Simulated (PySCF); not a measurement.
## Radial density of Sc (scandium, neutral)

UHF, [Ar] 3d1 4s2, 2D determinant. Computed with PySCF 2.14 in aug-cc-pV5Z (10s9p7d5f4g3h2i, 202 functions), with no relativity, point nucleus.

| r (bohr) | 4πr²ρ (e/bohr) | 4πr²(ρα − ρβ) |
| --- | --- | --- |
| 0.00158 | 0.1811 | 0.0000 |
| 0.00265 | 0.4898 | 0.0000 |
| 0.00447 | 1.284 | 0.0000 |
| 0.00751 | 3.198 | 0.0000 |
| 0.0126 | 7.302 | 0.0000 |
| 0.0212 | 14.42 | 0.0000 |
| 0.0357 | 22.44 | -0.0002 |
| 0.0601 | 24.20 | -0.0011 |
| 0.101 | 18.73 | -0.0031 |
| 0.170 | 22.15 | -0.0010 |
| 0.286 | 24.80 | 0.0413 |
| 0.481 | 9.438 | 0.2009 |
| 0.809 | 8.428 | 0.4760 |
| 1.36 | 5.817 | 0.5336 |
| 2.29 | 1.145 | 0.2616 |
| 3.85 | 0.5896 | 0.0392 |
| 6.48 | 0.1145 | -0.0066 |
| 10.9 | 0.002050 | -0.0003 |

Task: Where is the radial spin density 4πr²(ρα − ρβ) most negative, and why is it negative at all?

Result: Around r = 6.48 bohr, down to -0.0066 e/bohr: exchange with the open shell polarises the paired shells in an unrestricted calculation.
